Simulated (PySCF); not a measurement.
BH3, SMILES B. Geometry optimised at PBE0-D3(BJ)/def2-TZVPD. The isomer is the one that the SMILES or the coordinates give; other isomers of the formula were not compared.

Computed with PBE0-D3(BJ)/def2-TZVPD in PySCF.

Harmonic wavenumbers (cm⁻¹): 1147, 1189, 1189, 2555, 2695, 2695. Rotational constants (GHz): 234.7, 234.7, 117.3; symmetry number 6.

Question: Work out the zero-point energy and the ideal-gas rigid-rotor harmonic-oscillator thermochemistry at 298.15 K and 1 atm.

Answer: ZPE = ½ Σ hcν = ½ × 11470 cm⁻¹ = 68.60 kJ/mol. H − E(el) = 78.67 kJ/mol. Entropy in J/(mol K): translation 141.51, rotation 46.07, vibration 0.58, total 188.16. G − E(el) = 22.57 kJ/mol. Cp = 36.06 J/(mol K).
